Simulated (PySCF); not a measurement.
Results of a calculation; reference values are marked as such.
**C3H9Si**

The system: C3H9Si, a small molecule (built as: Si site whose three back bonds go to CH3, CH3, CH3); neutral, doublet. The structure, one conformer, was relaxed in the gas phase by PBE0-D3(BJ)/def2-SVP. No frequency run checks that it is a minimum.

SMILES: C[Si](C)C

Coordinates in Å:
```
Si1     0.403    0.276   -0.383
C2      0.638   -1.594   -0.494
C3      0.697    0.874    1.384
C4     -1.331    0.757   -0.954
H5     -0.086   -2.113    0.159
H6      0.485   -1.955   -1.522
H7      1.650   -1.890   -0.178
H8      1.709    0.619    1.734
H9      0.576    1.966    1.460
H10    -0.028    0.405    2.072
H11    -1.478    1.847   -0.909
H12    -1.521    0.431   -1.988
H13    -2.091    0.286   -0.306
```

EPR values by unrestricted B3LYP, IGLO-III on C Si, pcH-1 on H.

Predict g and the largest hyperfine couplings. Where does the spin sit?

g = 2.0021, 2.0038, 2.0038. The spin sits on Si1 (90 %, bonded to 3 C) by Mulliken populations.
```
atom  isotope  isotropic (MHz)  dipolar, principal values (MHz)
 Si1     29Si           -494.7               -160.5, 80.3, 80.3
  H5       1H             57.1                  -3.8, -0.1, 3.9
 H10       1H             56.9                  -3.8, -0.1, 3.9
 H13       1H             56.9                  -3.8, -0.1, 3.9
  C2      13C             35.0                  -4.0, -3.8, 7.8
  C3      13C             34.9                  -4.0, -3.8, 7.8
```

How do the isotropic couplings move with BHandHLYP?

Si1 -494.7 to -526.4 MHz, H5 57.1 to 55.7 MHz, H10 56.9 to 55.6 MHz, H13 56.9 to 55.5 MHz.
